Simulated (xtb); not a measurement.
xtb input (GFN2-xTB):

```bash
xtb mol.xyz --gfn 2 --sp --chrg -1 --uhf 0
```
mol.xyz:
```
4

Si    -0.01430363     0.55467487     0.23646307
F      1.27484156    -0.51699832    -0.00638618
F     -1.26578368    -0.48636133    -0.23193399
H      0.11872990     1.26478870    -1.16560151
```

End of the output:

```
         :::::::::::::::::::::::::::::::::::::::::::::::::::::
         ::                     SUMMARY                     ::
         :::::::::::::::::::::::::::::::::::::::::::::::::::::
         :: total energy             -11.955729016076 Eh    ::
         :: gradient norm              0.014790588321 Eh/a0 ::
         :: HOMO-LUMO gap              4.055272588445 eV    ::
         ::.................................................::
         :: SCC energy               -11.969901352532 Eh    ::
         :: -> isotropic ES            0.183984963480 Eh    ::
         :: -> anisotropic ES         -0.013706612555 Eh    ::
         :: -> anisotropic XC         -0.007637221438 Eh    ::
         :: -> dispersion             -0.002317906872 Eh    ::
         :: repulsion energy           0.014172336457 Eh    ::
         :: add. restraining           0.000000000000 Eh    ::
         :: total charge              -1.000000000000 e     ::
         :::::::::::::::::::::::::::::::::::::::::::::::::::::

           -------------------------------------------------
          |                Property Printout                |
           -------------------------------------------------

    * Orbital Energies and Occupations

         #    Occupation            Energy/Eh            Energy/eV
      -------------------------------------------------------------
         1        2.0000           -0.5600744             -15.2404
         2        2.0000           -0.5177475             -14.0886
         3        2.0000           -0.3383171              -9.2061
         4        2.0000           -0.2438741              -6.6362
         5        2.0000           -0.2379218              -6.4742
         6        2.0000           -0.2359304              -6.4200
         7        2.0000           -0.2289139              -6.2291
         8        2.0000           -0.2238887              -6.0923
         9        2.0000           -0.1951603              -5.3106
        10        2.0000           -0.0658342              -1.7914 (HOMO)
        11                          0.0831944               2.2638 (LUMO)
        12                          0.0958347               2.6078
        13                          0.2384803               6.4894
Note: The following floating-point exceptions are signalling: IEEE_DENORMAL
normal termination of xtb
        14                          0.2637156               7.1761
        15                          0.3122961               8.4980
        16                          0.4929895              13.4149
        17                          0.8426355              22.9293
        18                          1.0035052              27.3068
      -------------------------------------------------------------
                  HL-Gap            0.1490285 Eh            4.0553 eV
             Fermi-level            0.0086801 Eh            0.2362 eV

     #   Z          covCN         q      C6AA      α(0)
     1  14 Si       2.264     0.266   188.735    29.552
     2   9 F        0.702    -0.462    14.347     4.473
     3   9 F        0.702    -0.462    14.347     4.473
     4   1 H        0.859    -0.342    31.503     8.793

 Mol. C6AA /au·bohr⁶  :        684.698793
 Mol. C8AA /au·bohr⁸  :      26603.115288
 Mol. α(0) /au        :         47.289338

Wiberg/Mayer (AO) data.
largest (>0.10) Wiberg bond orders for each atom

 ---------------------------------------------------------------------------
     #   Z sym  total        # sym  WBO       # sym  WBO       # sym  WBO
 ---------------------------------------------------------------------------
     1  14 Si   2.547 --     3 F    0.858     2 F    0.858     4 H    0.831
     2   9 F    0.906 --     1 Si   0.858
     3   9 F    0.906 --     1 Si   0.858
     4   1 H    0.883 --     1 Si   0.831
 ---------------------------------------------------------------------------

Topologies differ in total number of bonds
Writing topology from bond orders to xtbtopo.mol

molecular dipole:
                 x           y           z       tot (Debye)
 q only:       -0.092       0.340       1.080
   full:       -0.009      -0.174       0.076       0.484
molecular quadrupole (traceless):
                xx          xy          yy          xz          yz          zz
 q only:       -3.255      -0.178       1.029      -0.459       2.597       2.226
  q+dip:       -3.179       0.032       0.066      -0.562       0.083       3.113
   full:       -1.721       0.133       0.566      -0.272      -1.190       1.154

           -------------------------------------------------
          | TOTAL ENERGY              -11.955729016076 Eh   |
          | GRADIENT NORM               0.014790588321 Eh/α |
          | HOMO-LUMO GAP               4.055272588445 eV   |
           -------------------------------------------------

------------------------------------------------------------------------
------------------------------------------------------------------------
 total:
 SCF:
```

It need not be the lowest isomer of its formula. Whether it binds its extra electron was not tested at this geometry.
